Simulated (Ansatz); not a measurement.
Cartesian coordinates in Å:
```
N -0.536 -0.814 -2.292
C -0.288 -0.438 -1.232
Ga 0.125 0.190 0.533
Cl -1.431 0.789 1.819
Cl 2.130 0.273 1.171
```

Charge 0, multiplicity 1.

Problem. List the ωB97M-V/def2-TZVPP orbital energies in eV (the Gaussian-basis code of Ansatz). (An estimate is asked.)

Solution. Computed: Occupied: -10156.09, -2772.72, -2772.72, -1259.51, -1113.71, -1113.59, -1113.59, -395.56, -282.75, -263.10, -263.10, -200.57, -200.57, -200.46, -200.46, -200.44, -200.44, -156.95, -109.46, -109.21, -109.19, -28.77, -28.70, -28.60, -28.43, -28.40, -28.35, -26.23, -25.80, -18.17, -15.06, -13.89, -13.44, -13.18, -12.76, -12.66, -12.31, -12.31, -12.11. Lowest empty: -0.73, 0.33, 1.38, 3.00, 3.28, 3.71, 4.41, 5.09.
